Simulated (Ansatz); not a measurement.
Breaking a bond: NBe (cation, charge +1), lowest triplet found (which spin is the ground state isn't settled by this scan).

Levels: UHF/aug-cc-pVDZ (Ansatz, an electronic-structure program); UMP2 = MP2 on UHF/aug-cc-pVDZ, frozen core (Ansatz); UCCSD = CCSD on UHF/aug-cc-pVDZ, frozen core in Ansatz; UCCSD(T) = Ansatz with CCSD(T) on UHF/aug-cc-pVDZ, frozen core; UCCSDT = CCSDT on UHF/aug-cc-pVDZ, frozen core (Ansatz); UCCSDT(Q) = CCSDT(Q) on UHF/aug-cc-pVDZ, frozen core run with Ansatz; UKS-PBE = Ansatz with unrestricted PBE/aug-cc-pVDZ; UKS-BLYP = unrestricted BLYP/aug-cc-pVDZ (Ansatz); FCI = full CI/aug-cc-pVDZ, frozen core run with Ansatz.

All curves are set to zero at 1.62 Å and compared with full CI in the same basis at 1.62, 1.69, 1.75, 1.81, 1.91, 1.97, 2.10, 2.27, 2.45, 2.70, 2.96, 3.29, 3.69, 4.15, 4.79, 5.71 Å.

Q: Order the methods by the spread of their error (largest minus smallest) over these points.

A: UCCSDT(Q) has the smallest spread and UHF the largest. In order (kcal/mol): UCCSDT(Q) 0.09, UCCSDT 0.30, UCCSD(T) 1.85, UCCSD 3.56, UKS-PBE 15.96, UKS-BLYP 16.10, UMP2 17.22, UHF 31.94.

Errors against full CI at some of the points (kcal/mol):

| method | 1.97 Å | 2.45 Å | 3.29 Å | 4.15 Å | 5.71 Å |
|---|---|---|---|---|---|
| UCCSDT(Q) | 0.0 | 0.0 | 0.1 | 0.0 | 0.0 |
| UCCSDT | 0.1 | 0.0 | -0.1 | -0.2 | -0.2 |
| UCCSD(T) | 1.0 | 0.9 | -0.4 | -0.7 | -0.7 |
| UCCSD | 0.8 | -0.2 | -2.3 | -2.7 | -2.7 |
| UKS-PBE | 4.6 | 10.5 | 14.4 | 15.9 | 15.4 |
| UKS-BLYP | 4.6 | 10.9 | 14.9 | 16.1 | 15.1 |
| UMP2 | 7.5 | 0.1 | -4.1 | -4.8 | -4.9 |
| UHF | -13.2 | -24.1 | -30.6 | -31.7 | -31.9 |

The scan ran from 1.21 to 5.71 Å; beyond the distances shown full CI changes its symmetry label. The unrestricted determinant behind UHF, UMP2, UCCSD, UCCSD(T), UCCSDT, UCCSDT(Q) is spin-contaminated at 1.69 to 5.71 Å (<S²> up to 3.0, against 2.00 for a pure triplet). The unrestricted determinant behind UKS-PBE, UKS-BLYP is spin-contaminated at 1.91 to 5.71 Å (<S²> up to 2.9, against 2.00 for a pure triplet). Also computed but left out beside FCI, since their determinant holds another spin at the minimum (<S²> over 0.7 above the pure value): UHF/3-21G.
